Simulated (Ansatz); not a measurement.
Cost and result up the ladder for Pb₅Se₁₀ (15 atoms). Charge 0, multiplicity 1. Geometry: PBE-D4/def2-SVP.

```xyz
15

Pb    3.1833    1.8030   -1.7095
Pb   -2.3618    1.5101   -1.7959
Pb    0.2495    3.4370    0.0881
Pb    0.5869   -1.1397   -1.7914
Pb   -0.3882   -0.7135    2.1112
Se   -3.8290   -1.2238    0.0064
Se   -2.6391   -2.3521    1.6489
Se   -2.6384   -1.3067   -2.0761
Se    0.4238    2.1309   -2.5128
Se    2.5244   -2.9474   -0.5073
Se    2.6383    2.2375    1.0052
Se    0.3045   -2.9816    0.4063
Se   -1.6636    1.5598    0.9394
Se    0.9653    0.2076    3.9955
Se    2.6441   -0.2212    0.1920
```

Ansatz on 2 threads of AMD EPYC 7R13 on a shared host and a share (18 GiB) of an NVIDIA H100 80GB HBM3. Times are rough, and most runs start from the orbitals of an earlier one. No level here is sound enough to serve as a yardstick. Binding counts from free atoms at the same level (Pb triplet, Se triplet; other spins of the atoms weren't run), without zero-point energy or a counterpoise term.

In the def2 sets Pb takes a core potential; there is no spin–orbit coupling. Correlated methods freeze 110 core orbitals; core or outer-core shells of Pb, Se are correlated, in sets that lack core-valence functions. The rows differ in basis, and correlated rows in double-zeta sets carry the largest basis error. Single mean-field runs in def2-SVP, def2-TZVP are fitted with def2-universal-jkfit. Another isomer (singlet) lies 2.00 eV lower at PBE0-D4/def2-TZVP; other spin states weren't run for this one.

Correlated methods converge slowly with the basis, most of all in double-zeta sets.

| level | functions | wall time |
| --- | --- | --- |
| r2SCAN-D4/def2-SVP | 450 | 5 s |
| PBE0-D4/def2-SVP | 450 | 5.5 s |
| PBE-D4/def2-SVP (with forces) | 450 | 5.5 s |
| PBE-D4/def2-TZVP | 730 | 6 s |
| B97M-V/def2-SVP | 450 | 7.5 s |
| PBE0-D4/def2-TZVP | 730 | 8.6 s |
| MP2/def2-SVP | 450 | 11 s |
| RPA@PBE/def2-SVP | 450 | 13 s |

Q: Estimate what each level gives for the binding energy per atom (eV).

A: 
| level | binding energy per atom (eV) |
| --- | --- |
| r2SCAN-D4/def2-SVP | 2.70 |
| PBE0-D4/def2-SVP | 2.70 |
| PBE-D4/def2-SVP (with forces) | 2.94 |
| PBE-D4/def2-TZVP | 2.94 |
| B97M-V/def2-SVP | 2.65 |
| PBE0-D4/def2-TZVP | 2.72 |
| MP2/def2-SVP | 2.38 |
| RPA@PBE/def2-SVP | 2.00 |
